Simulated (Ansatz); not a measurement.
Geometry optimisation, RKS BLYP-D4/def2-SVP in Ansatz.

input.yaml

```yaml
crystal:
  periodic: [false, false, false]
  atoms:
    - { symbol: B, position_ang: [0.0, 0.0, 0.0] }
    - { symbol: F, position_ang: [0.0, 0.0, 1.67] }
    - { symbol: "N", position_ang: [1.3423, 0.0, -0.775] }
    - { symbol: H, position_ang: [1.8089, -0.9179, -1.0268] }
    - { symbol: H, position_ang: [1.7937, 0.9179, -1.0532] }
    - { symbol: "N", position_ang: [-1.3423, 0.0, -0.775] }
    - { symbol: H, position_ang: [-2.0112, -0.8164, -0.6764] }
    - { symbol: H, position_ang: [-1.5914, 0.8164, -1.4036] }
    - { symbol: "N", position_ang: [-0.2314, 1.7403, 0.5833] }
    - { symbol: H, position_ang: [-1.1621, 2.2275, 0.4417] }
    - { symbol: H, position_ang: [0.5667, 2.2503, 1.0593] }
    - { symbol: H, position_ang: [-0.1415, 1.0645, 1.5337] }
basis:
  gaussian: { orbitals: def2-SVP }
hamiltonian:
  xc: blyp
  dispersion: d4
relax:
  f_tol: 0.15
  max_steps: 25
  restrain:
    - { distance: [0, 8], at: 1.55, k: 30.0 }
    - { distance: [11, 1], at: 0.92, k: 30.0 }
    - { distance: [0, 1], at: 2.52, k: 30.0 }
    - { distance: [11, 8], at: 2.26, k: 30.0 }
```

Run as:

```bash
$ ansatz run input.yaml --threads 2 --pin off --max-ram 3072MiB --backend cpu --events-out ev --progress --plain --runs-dir out
```

Q: Where does it end, and by what steps?

A: It converged. The restraints hold the end off the free minimum. After 13 steps the energy has fallen by 3.778 eV (the restraints' own energy left out); H8 moved furthest, 1.10 Å. Parted: N9–H12 (1.17 → 2.24 Å).

```
step  energy less start (eV)  largest force component (eV/Å)  accepted
   0                  0.0000                           7.120       yes
   1                 -1.1950                           4.369       yes
   2                 -1.9055                           3.242       yes
   3                 -2.4948                           1.803       yes
   4                 -2.9360                           0.932       yes
   5                 -3.2257                           1.055       yes
   6                 -3.4106                           1.507       yes
   7                 -3.5089                           1.354       yes
   8                 -3.5014                           1.738        no
   9                 -3.5838                           1.400       yes
  10                 -3.6363                           1.561       yes
  11                 -3.7289                           1.374       yes
  12                 -3.7644                           1.534       yes
  13                 -3.7779                           1.286       yes
```

```xyz
12
Properties=species:S:1:pos:R:3
B -0.073 0.675 -0.396
F -0.071 -0.454 1.878
N 1.222 0.163 -0.743
H 1.319 -0.805 -1.051
H 2.047 0.458 -0.220
N -1.288 0.080 -0.868
H -1.326 -0.899 -1.151
H -2.199 0.427 -0.569
N -0.150 2.002 0.330
H -1.004 2.546 0.183
H 0.662 2.616 0.216
H -0.108 0.475 1.970
```

Time of the run: 26 s on 2 threads of Arm Neoverse V2, on a shared host, peak memory 0.14 GiB.
